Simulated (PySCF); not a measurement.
Several molecules and their computed UV-vis stick spectra, shuffled. Method used: PySCF 2.14.0, density-fitted response routines, TDDFT wB97X-D/def2-SVPD, vertical, gas phase, core orbitals frozen in the response. Geometries: GFN2-xTB; one conformer of each isolated species. Triplets are in the Tamm–Dancoff approximation.

A. `C(/C=N/[SiH2]P)(/C=N\[H])=C`
B. `C=N[Si@@](N)(P)C#CC`
C. `C[C@@H](CF)C(F)(F)[SiH3]`

Lowest singlet levels (six at most, fewer where fewer were computed) with oscillator strengths:

1. 3.46 eV (f 0.000); 4.59 eV (f 0.003); 5.06 eV (f 0.222); 5.47 eV (f 0.074); 5.71 eV (f 0.001); 6.08 eV (f 0.006); T1 3.00 eV
2. 8.28 eV (f 0.010); 8.37 eV (f 0.080); 8.83 eV (f 0.077); 8.93 eV (f 0.132); 9.07 eV (f 0.012); 9.28 eV (f 0.003); T1 7.70 eV
3. 4.02 eV (f 0.000); 5.89 eV (f 0.049); 5.94 eV (f 0.004); 6.20 eV (f 0.028); 6.32 eV (f 0.002); 6.35 eV (f 0.052); T1 3.49 eV

Task: Which spectrum belongs to which structure?

Result: 1 = A, 2 = C, 3 = B.
- A: S1 at 3.46 eV, HOMO→LUMO (82%); Löwdin shares by element: HOMO nitrogen 55%, carbon 9% or more, silicon 9% (atoms not listed hold the other 27%); LUMO carbon 59% or more, nitrogen 15% or more (atoms not listed hold the other 25%); HOMO -9.15 and LUMO -0.62 eV.
- B: S1 at 4.02 eV, HOMO→LUMO (57%), HOMO-1→LUMO (30%); Löwdin shares by element: HOMO nitrogen 32% or more, phosphorus 22%, carbon 17% or more (atoms not listed hold the other 28%); LUMO carbon 37% or more, nitrogen 28% or more, silicon 8%, phosphorus 7% (atoms not listed hold the other 21%); HOMO -8.74 and LUMO 0.87 eV.
- C: S1 at 8.28 eV, HOMO→LUMO+3 (56%), HOMO→LUMO+2 (15%), HOMO→LUMO+1 (9%); Löwdin shares by element: HOMO fluorine 30% or more, carbon 26% or more, silicon 17% (atoms not listed hold the other 26%); LUMO silicon 28%, carbon 19% or more, hydrogen 6% or more (atoms not listed hold the other 47%); HOMO -10.41 and LUMO 2.15 eV.

Without π bonds the low states are Rydberg-like; a valence basis with one diffuse set may place them up to an eV too high.
